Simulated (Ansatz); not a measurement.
`[OH][Nb]([F])([F])([F])[Cl]`. Charge 0, multiplicity 1. Nb takes the def2 core potential.

```xyz
7

O    -1.082   -1.021    0.380
Nb    0.225    0.209   -0.078
F     0.713   -0.797   -1.541
F     1.079   -0.041    1.534
F    -1.038    1.538   -0.254
Cl    1.867    1.761   -0.656
H    -1.763   -1.649    0.615
```

**Question.** List the harmonic frequencies (cm⁻¹, unscaled) at PBE0-D4/def2-TZVP in Ansatz. (Estimate.)

**Answer.** The calculation gave: 49, 51, 182, 182, 243, 244, 272, 359, 360, 380, 676, 728, 729, 772, 3952.

**Question.** Is this a minimum?

**Answer.** Yes, all 15 modes are real.

**Question.** Give the ideal-gas thermochemistry at 298.15 K and 1 bar (rigid rotor, harmonic oscillator; point group C3v, symmetry number 3).

**Answer.** Zero-point energy 54.9 kJ/mol; H(298) − E = 79.9 kJ/mol; entropy 384.3 J/(mol·K), of which translation 175.1, rotation 109.7, vibration 99.5; G(298) − E = -34.7 kJ/mol. Modes under 100 cm⁻¹ are hindered rotations or soft bends, so the harmonic entropy is rough.

**Question.** And at 400, 500, 600, 800 and 1000 K?

**Answer.** 
| T (K) | H − E (kJ/mol) | S (J/mol/K) | G − E (kJ/mol) |
| --- | --- | --- | --- |
| 400 | 92.7 | 421.1 | -75.8 |
| 500 | 106.0 | 450.9 | -119.4 |
| 600 | 119.8 | 476.1 | -165.8 |
| 800 | 148.3 | 516.9 | -265.3 |
| 1000 | 177.4 | 549.4 | -372.0 |
